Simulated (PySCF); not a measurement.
Computed IR spectrum (relative IR intensity) of a molecule C4H9NS. Coordinates come from a B3LYP-D3(BJ)/def2-SVP optimisation. Other conformers were not sampled. Calculation: PySCF with B3LYP-D3(BJ)/def2-SVP. Frequencies are harmonic and unscaled.

Lines under 2 % of the strongest are left out, and lines within 2 cm⁻¹ are merged.

ν (cm⁻¹): 108 (vw), 196 (vw), 375 (vw), 461 (vw), 695 (w), 735 (vw), 947 (vw), 969 (vw), 1143 (m), 1184 (m), 1377 (w), 1417 (w), 1425 (w), 1445 (w), 1449 (w), 1462 (vw), 1481 (w), 1725 (vs), 2975 (m), 3031 (vw), 3035 (m), 3051 (w), 3104 (m), 3140 (vw) (against the strongest line: vs over 80 %, s over 45 %, m over 15 %, w over 4 %, vw less)

### Question
Identify the compound among the candidates.
A) C/N=C\CSC
B) CCN1CSC1
C) C/N=C(\C)SC
D) C[C@@H]1SCN1C

### Answer
C, C/N=C(\C)SC
